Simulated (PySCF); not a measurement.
**TaN at r²SCAN**

Level: r²SCAN. PySCF, scalar-relativistic core potentials, basis sets Ta def2-TZVPP with ECP60, N def2-TZVPP.

```
state                                           : ¹Σ⁺ (singlet), closed shell
bond length                                     : 1.675 Å
harmonic wavenumber                             : 1126 cm⁻¹
force constant                                  : 9.71 mdyn/Å
rotational constant Be                          : 0.4623 cm⁻¹
anharmonicity ωexe                              : 3.31 cm⁻¹
vibration–rotation constant αe                  : 0.00192 cm⁻¹
HOMO–LUMO gap                                   : 1.04 eV
bond order (Mayer)                              : 3.11
dipole moment (positive dipole means Ta(−)N(+)) : -3.21 D
```

De is left out where the level can put another filling of the metal’s s and d shells below the measured ground configuration, by anything from nothing to about 1 eV. Spin–orbit coupling is left out, which matters for elements this heavy, above all for dissociation energies.
